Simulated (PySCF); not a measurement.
**cyclopentanemethanol, C6H12O**

Geometry:
| atom | x (Å) | y (Å) | z (Å) |
| --- | --- | --- | --- |
| O1 | 2.485 | -1.099 | -0.211 |
| C2 | 1.745 | 0.072 | -0.433 |
| C3 | 0.432 | 0.106 | 0.328 |
| C4 | -0.494 | -1.081 | 0.041 |
| C5 | -1.865 | -0.567 | 0.462 |
| C6 | -1.882 | 0.861 | -0.088 |
| C7 | -0.426 | 1.358 | 0.034 |
| H8 | 2.662 | -1.160 | 0.734 |
| H9 | 1.535 | 0.104 | -1.516 |
| H10 | 2.335 | 0.983 | -0.200 |
| H11 | 0.670 | 0.093 | 1.409 |
| H12 | -0.489 | -1.296 | -1.042 |
| H13 | -0.180 | -2.003 | 0.551 |
| H14 | -2.700 | -1.183 | 0.093 |
| H15 | -1.935 | -0.553 | 1.563 |
| H16 | -2.600 | 1.514 | 0.431 |
| H17 | -2.185 | 0.840 | -1.147 |
| H18 | -0.315 | 2.107 | 0.832 |
| H19 | -0.097 | 1.850 | -0.896 |

Method used: quadratic response CAM-B3LYP/aug-cc-pVDZ first hyperpolarisability, Taylor convention, gas phase (PySCF). Geometry: PBE0-D3(BJ)/def2-SVP.

Question: Give the tensor of the second harmonic β(−2ω;ω,ω) at 1907 nm in the axes of these coordinates.

Answer: In au, Taylor convention; rows are the first index (the induced dipole):
```tsv
	xx	yy	zz	xy	xz	yz
x	+31.7	+9.8	+0.8	-16.9	+3.9	+5.3
y	-17.0	-55.6	-9.3	+9.7	+5.3	-3.4
z	+4.1	-3.3	+5.6	+5.2	+0.7	-9.2
```
Norm of βᵢ = ⅓ Σⱼ (βᵢⱼⱼ + βⱼᵢⱼ + βⱼⱼᵢ): 92.2 au, hyper-Rayleigh value 34.6 au.
